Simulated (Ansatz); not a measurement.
A nudged elastic band was laid between two geometries of AlClFH4OP (9 atoms, charge 0, multiplicity 1).

These are results of RKS BLYP/def2-SVP (Ansatz), not measurements.

```yaml
movable_images: 5
climbing_image: yes
spring: 5.0 eV/Å²
optimiser: quadratic models (default)
start_path: through a guess of the saddle point
force_threshold: 0.03 eV/Å
iteration_limit: 60
end_points: relaxed
```

First end point:

```xyz
9
Properties=species:S:1:pos:R:3
Al -0.071 -0.230 0.020
F 0.274 -1.218 1.346
O 1.192 0.197 -1.073
H 2.086 -0.169 -0.968
Cl -2.049 -0.336 -0.780
P -0.452 1.990 1.253
H -0.819 3.106 0.441
H 0.570 2.615 2.031
H -1.516 2.052 2.203
```

Last end point:

```xyz
9
Properties=species:S:1:pos:R:3
Al -0.122 0.508 -0.191
F -0.376 -0.145 1.754
O 1.498 0.045 -0.535
H 1.746 -0.741 -1.048
Cl -1.782 -0.387 -1.195
P -0.301 2.770 0.570
H -1.559 2.608 1.260
H 0.487 2.582 1.773
H -0.377 0.768 2.085
```

Problem. What changes between the two ends?

Solution. Bonds broken: P6–H9. Bonds formed: F2–H9.

Problem. What energy profile does the band end with?

Solution. The forces met the threshold. The highest image is number 4 of 0 to 6, 152.1 kJ/mol above the first end and 7.3 kJ/mol above the last; the last end lies 144.9 kJ/mol above the first. Neighbouring images differ by up to 1.2 eV, so the band resolves the path poorly. A vibrational analysis at the climbing image gives one clearly imaginary mode, 499i cm⁻¹: a first-order saddle point. The orbitals stay closed-shell, which can raise the energy where a bond breaks towards radicals; this wasn't checked here.

| image | path coordinate (Å) | energy (kJ/mol) | P6–H9 (Å) | F2–H9 (Å) |
| --- | --- | --- | --- | --- |
| 0 | 0.00 | 0.0 | 1.43 | 3.82 |
| 1 | 1.19 | 3.4 | 1.43 | 3.57 |
| 2 | 2.37 | 3.9 | 1.43 | 3.42 |
| 3 | 3.56 | 33.8 | 1.42 | 2.14 |
| 4 | 4.74 | 152.1 | 2.00 | 1.10 |
| 5 | 5.11 | 146.4 | 2.35 | 0.99 |
| 6 | 5.48 | 144.9 | 2.51 | 0.97 |

Problem. What is the geometry of the highest image?

Solution. 
```xyz
9
Properties=species:S:1:pos:R:3:forces:R:3
Al -0.119 0.280 -0.081 0.01 0.00 0.00
F -0.436 -0.201 1.738 0.00 0.00 0.00
O 1.516 -0.120 -0.401 0.00 0.00 0.00
H 1.841 -0.513 -1.226 0.00 0.00 0.00
Cl -1.754 -0.347 -1.286 0.00 0.00 0.00
P -0.347 2.585 0.702 0.00 0.00 0.00
H -1.568 2.673 1.450 0.00 0.00 0.00
H 0.552 2.749 1.808 0.00 0.00 0.00
H -0.470 0.902 1.771 0.00 0.00 0.00
```

The run took 6.2 min on 2 threads of Arm Neoverse V2, with other jobs on the host, peak memory 0.14 GiB.
